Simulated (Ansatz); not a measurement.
Consider the formal exchange of groups at the Sn–N bond: `C[NH][SnH]([F])[Cl]` + `CC` → `C[CH2][SnH]([F])[Cl]` + CH₃NH₂.

Isolated molecules relaxed with PBE0-D4/def2-TZVP in Ansatz; ΔE leaves out vibrations. CBS: MP2 limit from def2 TZ/QZ plus the TZ coupled-cluster correction, frozen cores. This one scheme is used for every species. DFT in def2-TZVPP. B3LYP here is the variant with VWN-RPA as its local correlation; programs differ in this. Elements past krypton have def2 core potentials. For Sn outer-core shells are correlated without core-valence functions, which leaves a few kJ/mol of doubt a bond. One conformer a species, not always the lowest.

`C[NH][SnH]([F])[Cl]`:

Z-matrix (Å, degrees):
```
C
N 1 1.457
H 1 1.092 2 109.5
H 1 1.097 2 114.3 3 121.3
H 1 1.094 2 109.5 3 -117.2
Sn 2 1.991 1 119.0 3 -48.4
H 2 1.011 1 112.0 3 176.1
Cl 6 2.323 2 112.8 1 -52.6
F 6 1.910 2 103.1 1 57.2
H 6 1.692 2 116.5 1 177.2
```

`CC`:

```xyz
8

C     0.315    0.072   -0.687
C    -0.315   -0.072    0.687
H    -0.310    0.677   -1.350
H     1.294    0.554   -0.629
H     0.455   -0.900   -1.166
H     0.309   -0.677    1.350
H    -1.294   -0.554    0.629
H    -0.455    0.900    1.166
```

`C[CH2][SnH]([F])[Cl]`:

Z-matrix (Å, degrees):
```
C
C 1 1.521
H 1 1.092 2 111.5
H 1 1.092 2 111.6 3 120.5
H 1 1.093 2 110.4 3 -119.8
Sn 2 2.129 1 111.7 3 -60.4
H 2 1.093 1 111.9 3 179.6
H 2 1.093 1 111.9 3 58.9
Cl 6 2.325 2 108.2 1 -53.6
F 6 1.922 2 105.3 1 57.1
H 6 1.700 2 124.4 1 178.2
```

CH₃NH₂:

Cartesian coordinates in Å:
```
C 0.419 -0.072 -0.377
N -0.433 -0.005 0.798
H -0.042 0.272 -1.314
H 0.748 -1.103 -0.527
H 1.317 0.527 -0.208
H -1.267 -0.563 0.666
H -0.741 0.945 0.961
```

```csv
level,ΔE (kJ/mol),difference from CCSD(T)/CBS
PBE-D4,10.5,-2.3
r2SCAN-D4,14.4,1.6
PBE0-D4,9.9,-2.9
B3LYP-D4,14.1,1.3
ωB97X-V,14.2,1.4
ωB97M-V,12.0,-0.8
B2PLYP,15.5,2.7
PBE,10.9,-1.9
r2SCAN,14.5,1.7
PBE0,10.2,-2.6
B3LYP,14.6,1.8
HF/def2-TZVPP,19.6,6.8
MP2/def2-TZVPP,12.6,-0.2
SCS-MP2/def2-TZVPP,15.0,2.2
CCSD/def2-TZVPP,12.9,0.1
CCSD(T)/def2-TZVPP,13.1,0.3
HF/def2-QZVPP,20.4,7.6
MP2/def2-QZVPP,12.7,-0.1
SCS-MP2/def2-QZVPP,15.1,2.3
HF/CBS(def2),20.5,7.7
MP2/CBS(def2),12.3,-0.5
CCSD/CBS(def2),12.6,-0.2
CCSD(T)/CBS,12.8,0
```

Largest T1 diagnostic among the species: 0.013.

In def2-TZVPP, CCSD(T) changes the Hartree–Fock value by −6.5 kJ/mol (the triples alone add +0.2 kJ/mol) and MP2 by −7.0 kJ/mol.
